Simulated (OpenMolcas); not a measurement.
# Co3+, Rh3+, Ir3+: d6 down the group

| Property | Result |
| --- | --- |
| Program | OpenMolcas 26.06 |
| Method | MS-CASPT2, IPEA 0.25 Eh, imaginary shift 0.1 Eh |
| Basis | ANO-RCC-VTZP |
| Scalar Hamiltonian | DKH2, point nucleus |
| Spin-orbit coupling | state interaction with AMFI integrals over the reference wave functions, term energies averaged over their components |

Active space for each ion: 6 electrons in 5 orbitals (d); closed shells correlated by CASPT2: Co3+ 3s 3p; Rh3+ 4s 4p; Ir3+ 5s 5p.

Computed levels in cm-1 above 5D4:

| Level | Co3+ | Rh3+ | Ir3+ |
| --- | --- | --- | --- |
| 5D3 | 657 | 1551 | 6060 |
| 5D2 | 1111 | 2430 | 5660 |
| 5D1 | 1402 | 3020 | 9060 |
| 5D0 | 1544 | 3300 | 9340 |
| 3H6 | 24680 | 18530 | 20070 |
| 3H5 | 24990 | 18800 | 30100 |
| 3P1(1) | 25520 | 22400 | 36080 |
| 3F3(1) | 26620 | 20610 | 22810 |
| 3F2(1) | 26870 | 21260 | 23720 |
| weight of 5D in the lowest level (%) | 100 | 98 | 83 |

Mixed levels, with the weight of the term that names them: Ir3+ 5D2 (64 %), Ir3+ 3H5 (51 %), Ir3+ 3P1(1) (70 %), Ir3+ 3F3(1) (51 %), Ir3+ 3F2(1) (71 %).

Measured, with the error of the calculation in %. Measured levels: Co3+ from Sugar and Corliss, J. Phys. Chem. Ref. Data 10, 1097 (1981).

| Level | Co3+ |
| --- | --- |
| 5D3 | 639 (+2.8) |
| 5D2 | 1078 (+3.1) |
| 5D0 | 1494 (+3.4) |
| 3H6 | 23680 (+4.2) |
| 3H5 | 24032 (+4.0) |
| 3P1(1) | 24729 (+3.2) |
| 3F3(1) | 25736 (+3.4) |
| 3F2(1) | 25969 (+3.5) |

The fine-structure level 5D0 changes by a factor of 6.05 from Co3+ to Ir3+.

Without spin-orbit coupling 3H lies 24350, 17760, 16540 cm-1 above 5D in that order; the difference to the level 3H6, of either sign, comes from spin-orbit coupling, which also lowers the zero.

Term energies are means over components that CASPT2 splits; among the terms shown or strongly mixed into the levels shown the widest spread is 1400 cm-1 (5d6 1I, Ir3+). Terms from blocks run as CI alone lack orbitals of their own. Computed and measured levels are paired by configuration, term and J; levels that our copy of the source lacks, or whose pairing is in doubt (as where it misses far off the trend of its configuration), stay unpaired and out of the deviations. Only configurations of the active space appear.

A number in round brackets counts repeated terms of one configuration in the order of the reference energies.
